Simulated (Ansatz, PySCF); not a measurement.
MoOF3, SMILES [O]=[Mo+]([F])([F])[F], charge +1, multiplicity 1. Atoms are numbered in the order given.

```xyz
5

Mo     0.0000     0.0000     0.0026
O      0.0000     0.0000    -1.6311
F      1.4798     0.8543     0.5020
F      0.0000    -1.7087     0.5020
F     -1.4798     0.8543     0.5020
```
Charge +1, spin multiplicity 1.

Coordinates come from a r2SCAN-D4/def2-SVP optimisation. The multiplicity is an assumed one; other spin states were not compared. The isomer is the one that the SMILES or the coordinates give; other isomers of the formula were not compared. The def2 effective core potentials stand for the cores of Mo; spin–orbit coupling is left out.

Two levels are set side by side: PBE-D3(BJ)/def2-SVP (Ansatz, a quantum-chemistry and plane-wave program) and r2SCAN-D4/def2-SVP (Ansatz). Each level has its own optimised geometry; the coordinates shown are those of the second. Frequencies come from the Hessian of PySCF at each geometry. Differences are taken from unrounded values.

| quantity | r2SCAN-D4 | PBE-D3(BJ) | PBE-D3(BJ) minus r2SCAN-D4 |
|---|---|---|---|
| mean bond length (Å) | 1.744 | 1.755 | 0.012 |
| bond Mo1–O2 (Å) | 1.634 | 1.646 | 0.012 |
| bond Mo1–F3 (Å) | 1.780 | 1.791 | 0.011 |
| bond Mo1–F4 (Å) | 1.780 | 1.791 | 0.011 |
| bond Mo1–F5 (Å) | 1.780 | 1.791 | 0.011 |
| highest harmonic wavenumber (cm⁻¹) | 1129 | 1090 | -39 |
| mean harmonic wavenumber (cm⁻¹) | 531 | 514 | -17 |
| zero-point energy (kcal/mol) | 6.83 | 6.62 | -0.21 |
